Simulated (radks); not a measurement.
Fractional charge and spin in the 3d shell of zinc: the spin-up occupation runs from 4 to 5 and the spin-down occupation from 4 to 5; the fullest corner is Zn, [Ar] 4s2 3d(up 5, down 5). Calculated with a radial shooting solver on a logarithmic mesh with Libxc functionals: scalar-relativistic Kohn-Sham, PBEsol, spin-polarised, spherical densities, finite nucleus; Fermi nuclear charge, rms radius of each element as measured or else 0.836 A^(1/3) + 0.57 fm. Energy (eV) minus the two flat planes that join the four corners (they meet along the diagonal where the two added fractions sum to one electron); zero is where a piecewise linear energy would lie.

| down \ up | 4 | 4.5 | 5 |
|---|---|---|---|
| 4 | 0.000 | -2.383 | 0.000 |
| 4.5 | -2.383 | 0.282 | -1.952 |
| 5 | 0.000 | -1.952 | 0.000 |

Corners above the fullest one (they belong to Zn+ and the next ion): (up 5, down 4) 17.652 eV, (up 4, down 5) 17.652 eV, (up 4, down 4) 53.823 eV. With half an added electron in each spin the energy lies 0.282 eV from the planes, and with half an added electron in spin up alone -2.383 eV. The planes are only a guide here: the flat-plane condition holds for ground states with one frontier orbital, while this shell lies below other occupied shells, so the corners above the fullest one are inner-hole states and not the ground states of those ions.
